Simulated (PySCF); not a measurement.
## Os⁻ (osmium, charge -1) across methods

[Xe] 4f14 5d7 6s2, high-spin 4F determinant. Calculation: PySCF 2.14, in aug-cc-pwCVDZ-PP with ECP60MDF (6s6p5d3f, 70 functions); scalar relativity through the core potential.

| method | E (hartree) | mean ε 5d α (eV) | mean ε 6s β (eV) | mean ε 5d β (eV) | Σ⟨r²⟩ (bohr²) | ⟨S²⟩ |
| --- | --- | --- | --- | --- | --- | --- |
| r2SCAN | -90.8626 | 0.255 | 0.692 | 1.975 | 78.54 | 3.813 |
| LDA | -90.6679 | 0.547 | 0.488 | 2.016 | 78.36 | 3.776 |
| TPSSh | -90.7962 | 0.162 | 0.645 | 1.559 | 78.34 | 3.779 |
| PBE | -90.8620 | 0.605 | 0.743 | 2.007 | 79.25 | 3.781 |
| UHF | -90.04533 | -4.728 | -0.237 | -2.178 | 88.87 | 3.919 |
| LC-wPBE | -90.8098 | -3.101 | -1.306 | -1.465 | 77.62 | 3.784 |
| M06-L | -90.8665 | 0.436 | 1.035 | 1.963 | 78.10 | 3.794 |
| HSE06 | -90.8106 | -0.248 | 0.588 | 1.348 | 78.43 | 3.781 |

(1) Estimate the same row for PBE0.

Energies and moments cover only the electrons outside the core potential. Spin-orbit coupling, absent here, splits the open shell strongly. ⟨S²⟩ = 3.92 against 3.75 shows spin contamination. The outer electron is barely bound at this level, so radii and moments hang on the diffuse functions.

The highest occupied level is positive at r2SCAN, LDA, TPSSh, PBE, M06-L, HSE06, PBE0: only the finite basis holds that electron, which in a density functional comes from self-interaction.

Results:

(1) E (hartree) = -90.8099; mean ε 5d α (eV) = -0.669; mean ε 6s β (eV) = 0.292; mean ε 5d β (eV) = 0.961; Σ⟨r²⟩ (bohr²) = 78.67; ⟨S²⟩ = 3.786.
